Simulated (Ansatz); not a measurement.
Frontier orbitals of `C1[SiH2][SiH2][SiH2]1`.

```xyz
12

C     0.825    0.391   -0.996
Si   -0.869    1.058   -0.460
Si   -0.700   -0.196    1.519
Si    0.770   -1.222    0.001
H     1.002    0.302   -2.069
H     1.602    1.036   -0.571
H    -1.939    0.504   -1.336
H    -1.000    2.542   -0.436
H    -1.864   -0.917    2.095
H     0.022    0.540    2.594
H     0.062   -2.280   -0.773
H     2.091   -1.758    0.433
```

Charge 0, multiplicity 1. Geometry: relaxed with PBE0-D4/def2-TZVP. Basis def2-TZVPP, Ansatz.

| functional | HOMO (eV) | LUMO (eV) |
| --- | --- | --- |
| PBE0 | -7.23 | -0.49 |

**Question.** Give HOMO and LUMO (eV) with LDA (SPW92), PBE, revPBE, BLYP, r2SCAN, B97M-V, B3LYP, r2SCANh, r2SCAN0, HSE06 (plane-wave form), BHLYP, CAM-B3LYP, LC-ωPBE, ωB97X-V, ωB97M-V, HF. (An estimate is asked.)

**Answer.** Ansatz gave: 
```csv
functional,HOMO,LUMO
LDA (SPW92),-6.32,-1.46
PBE,-6.24,-1.33
revPBE,-6.20,-1.26
BLYP,-6.08,-1.10
r2SCAN,-6.45,-1.11
B97M-V,-6.55,-1.31
B3LYP,-7.04,-0.60
r2SCANh,-6.82,-0.82
r2SCAN0,-7.37,-0.37
HSE06 (plane-wave form),-6.85,-0.86
BHLYP,-8.12,0.49
CAM-B3LYP,-8.44,0.63
LC-ωPBE,-9.71,1.69
ωB97X-V,-9.41,1.57
ωB97M-V,-9.18,1.23
HF,-9.51,2.48
```

B3LYP here is the variant with VWN-RPA as its local correlation; programs differ in this. LC-ωPBE has ω = 0.4 bohr⁻¹. Positive LUMOs are unbound and depend on the basis.
